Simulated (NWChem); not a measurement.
The numbers come from NWChem runs, not from measurements. System: BO, charge 0, spin multiplicity 4, at the geometry of a parent with another charge or spin, in a state set for the comparison that need not be this species' ground state. Its SCF solution wasn't tested for a lower state. Level: ROCCSD(T)/def2-TZVP, 2 core orbitals frozen.

The NWChem input:

```
start mol
memory heap 100 mb stack 700 mb global 1900 mb
geometry units angstroms nocenter noautoz
  B      0.000000     0.000000     0.740548
  O      0.000000     0.000000    -0.462842
  symmetry group C2v
end
basis spherical
  * library def2-tzvp
end
scf
  rohf
  nopen 3
  maxiter 100
  thresh 1e-7
  semidirect memsize 60000000 filesize 0
  # guess.movecs holds the orbitals of an unrestricted PBE0 run
  vectors input guess.movecs swap 5 6 output mol.movecs
end
tce
  freeze core 2
  ccsd(t)
  2eorb
  2emet 13
  thresh 1e-6
  maxiter 100
  tilesize 24
end
task tce energy
```

Part of the output:

```
             Northwest Computational Chemistry Package (NWChem) 7.3.0
             --------------------------------------------------------

                                NWChem Input Module
                                -------------------

 Scaling coordinates for geometry "geometry" by  1.889725989
 (inverse scale =  0.529177249)

 Turning off AUTOSYM since
 SYMMETRY directive was detected!

                             Geometry "geometry" -> ""
                             -------------------------

 Output coordinates in angstroms (scale by  1.889725989 to convert to a.u.)

  No.       Tag          Charge          X              Y              Z
 ---- ---------------- ---------- -------------- -------------- --------------
    1 B                    5.0000     0.00000000     0.00000000     0.74054800
    2 O                    8.0000     0.00000000     0.00000000    -0.46284200

 Effective nuclear repulsion energy (a.u.)      17.5895511513

            Nuclear Dipole moment (a.u.)
            ----------------------------
        X                 Y               Z
 ---------------- ---------------- ----------------
     0.0000000000     0.0000000000     0.0000075589

      Symmetry information
      --------------------

 Group name             C2v
 Group number             16
 Group order               4
 No. of unique centers     2

      Symmetry unique atoms

     1    2


 Summary of "ao basis" -> "" (spherical)
 ------------------------------------------------------------------------------
       Tag                 Description            Shells   Functions and Types
 ---------------- ------------------------------  ------  ---------------------
 *                         def2-tzvp                  on all atoms

 Summary of "ao basis" -> "ao basis" (spherical)
 ------------------------------------------------------------------------------
       Tag                 Description            Shells   Functions and Types
 ---------------- ------------------------------  ------  ---------------------
 B                         def2-tzvp                11       31   5s3p2d1f
 O                         def2-tzvp                11       31   5s3p2d1f

                                 NWChem SCF Module
                                 -----------------

  ao basis        = "ao basis"
  functions       =    62
  atoms           =     2
  closed shells   =     5
  open shells     =     3
  charge          =   0.00
  wavefunction    = ROHF
  use symmetry    = T
  symmetry adapt  = T

 Summary of "ao basis" -> "ao basis" (spherical)
 ------------------------------------------------------------------------------
       Tag                 Description            Shells   Functions and Types
 ---------------- ------------------------------  ------  ---------------------
 B                         def2-tzvp                11       31   5s3p2d1f
 O                         def2-tzvp                11       31   5s3p2d1f

      Symmetry analysis of basis
      --------------------------

        a1         28
        a2          6
        b1         14
        b2         14

 Forming initial guess at       0.0s

 Swapping ROHF orbitals     5    6

      Symmetry analysis of molecular orbitals - initial
      -------------------------------------------------

  Numbering of irreducible representations:

     1 a1          2 a2          3 b1          4 b2

  Orbital symmetries:

     1 a1          2 a1          3 a1          4 a1          5 b2
[...]
           0.000000000000          33.722575220064           0.000000000000
           0.000000000000           0.000000000000           0.000000000000

  Mulliken analysis of the total density
  --------------------------------------

    Atom       Charge   Shell Charges
 -----------   ------   -------------------------------------------------------
    1 B    5     4.99   0.91  1.06  0.48  0.44  0.10  0.88  0.75  0.22  0.07  0.05  0.02
    2 O    8     8.01   0.79  1.18  0.60  0.94  0.31  1.83  1.81  0.53  0.00  0.02  0.00

 Mulliken analysis of the open-shell density
 -------------------------------------------

    Atom       Charge   Shell Charges
 -----------   ------   -------------------------------------------------------
    1 B    5     2.07   0.01 -0.01  0.22  0.33  0.10  0.51  0.64  0.21  0.02  0.04  0.01
    2 O    8     0.93   0.00 -0.00  0.00  0.00  0.01  0.42  0.42  0.07  0.00  0.01  0.00

       Multipole analysis of the density wrt the origin
       ------------------------------------------------

     L   x y z        total         open         nuclear
     -   - - -        -----         ----         -------
     0   0 0 0     -0.000000     -3.000000     13.000000

     1   1 0 0      0.000000     -0.000000      0.000000
     1   0 1 0      0.000000      0.000000      0.000000
     1   0 0 1      0.036846     -3.242319      0.000008

     2   2 0 0     -6.752684     -3.882821      0.000000
     2   1 1 0     -0.000000     -0.000000      0.000000
     2   1 0 1     -0.000000      0.000000      0.000000
     2   0 2 0    -10.253288     -5.682222      0.000000
     2   0 1 1      0.000000      0.000000      0.000000
     2   0 0 2     -9.542562    -11.620723     15.912086

                   NWChem Extensible Many-Electron Theory Module
                   ---------------------------------------------


            General Information
            -------------------
      Number of processors :     1
         Wavefunction type : Restricted open-shell Hartree-Fock
          No. of electrons :    13
           Alpha electrons :     8
            Beta electrons :     5
           No. of orbitals :   124
            Alpha orbitals :    62
             Beta orbitals :    62
        Alpha frozen cores :     2
         Beta frozen cores :     2
     Alpha frozen virtuals :     0
      Beta frozen virtuals :     0
         Spin multiplicity : quartet
    Number of AO functions :    62
       Number of AO shells :    22
        Use of symmetry is : on
      Symmetry adaption is : on
         Schwarz screening : 0.10D-09

          Correlation Information
          -----------------------
          Calculation type : Coupled-cluster singles & doubles w/ perturbation
   Perturbative correction : (T)
            Max iterations :      100
        Residual threshold : 0.10D-05
     T(0) DIIS level shift : 0.00D+00
     L(0) DIIS level shift : 0.00D+00
     T(1) DIIS level shift : 0.00D+00
     L(1) DIIS level shift : 0.00D+00
     T(R) DIIS level shift : 0.00D+00
     T(I) DIIS level shift : 0.00D+00
   CC-T/L Amplitude update :  5-th order DIIS
                I/O scheme : Global Array Library
        L-threshold :  0.10D-05
        EOM-threshold :  0.10D-05
 no EOMCCSD initial starts read in
 TCE RESTART OPTIONS
 SLICE:      F
 D4D5:       F
 quantumc:   F
 qrotation:  F
 pwtce:      F
 qducc:      F
 nacto:                         0
 nrotv:                         0
 nrot:                          0

            Memory Information
            ------------------
          Available GA space size is     249029112 doubles
          Available MA space size is     104854372 doubles

 Maximum block size supplied by input
 Maximum block size        24 doubles

 tile_dim =     23

 -------------------------------------------------

 Global array virtual files algorithm will be used

 Parallel file system coherency ......... OK

 4-electron integrals stored in orbital form

 v2    file size   =          1036531
 4-index algorithm nr.  13 is used
 imaxsize =       30
 imaxsize ichop =        0


CCSD iterations
 ---------------------------------------------------------
 Iter          Residuum       Correlation     Cpu    Wall
 ---------------------------------------------------------
    1   0.1231175726828  -0.2309337268321     0.2     0.2
    2   0.0265105188641  -0.2343938401380     0.3     0.3
    3   0.0104854106225  -0.2377353600177     0.2     0.2
    4   0.0059921178126  -0.2379957012938     0.2     0.2
    5   0.0039822418609  -0.2383739168861     0.2     0.2
    6   0.0029010798568  -0.2385051963597     0.2     0.2
    7   0.0020977208592  -0.2385555834032     0.2     0.2
    8   0.0016153955676  -0.2385798137491     0.2     0.2
    9   0.0012674470938  -0.2385951678311     0.3     0.3
   10   0.0009931096795  -0.2386165066668     0.2     0.2
   11   0.0001353529255  -0.2386687017505     0.2     0.2
   12   0.0000530041036  -0.2386770633350     0.2     0.2
   13   0.0000373317149  -0.2386781553845     0.2     0.2
   14   0.0000228696296  -0.2386786615754     0.2     0.2
   15   0.0000197812592  -0.2386791687587     0.2     0.2
   16   0.0000069193650  -0.2386792483593     0.3     0.3
   17   0.0000050200567  -0.2386792442621     0.2     0.2
   18   0.0000038670294  -0.2386793233611     0.2     0.2
   19   0.0000030149975  -0.2386793286584     0.2     0.2
   20   0.0000023667050  -0.2386793956872     0.2     0.2
   21   0.0000003929307  -0.2386795024932     0.2     0.2
 -----------------------------------------------------------------
 Iterations converged
 CCSD correlation energy / hartree =        -0.238679502493215
 CCSD total energy / hartree       =       -99.589701399766099

 Singles contributions

 Doubles contributions
 CCSD(T)
 Using plain CCSD(T) code
             total no. of tasks         1215
 total no. of tasks / no. procs         1215
                         wl_min            1           1.0
                         wl_max        97336           6.8
        thresh for no. of tasks         1215

 CCSD[T]  correction energy / hartree =        -0.008189604858603
 CCSD[T] correlation energy / hartree =        -0.246869107351818
 CCSD[T] total energy / hartree       =       -99.597891004624699
 CCSD(T)  correction energy / hartree =        -0.007842916694496
 CCSD(T) correlation energy / hartree =        -0.246522419187712
 CCSD(T) total energy / hartree       =       -99.597544316460599

 Task  times  cpu:        7.6s     wall:        7.6s

 Total times  cpu:        7.6s     wall:        7.6s
```
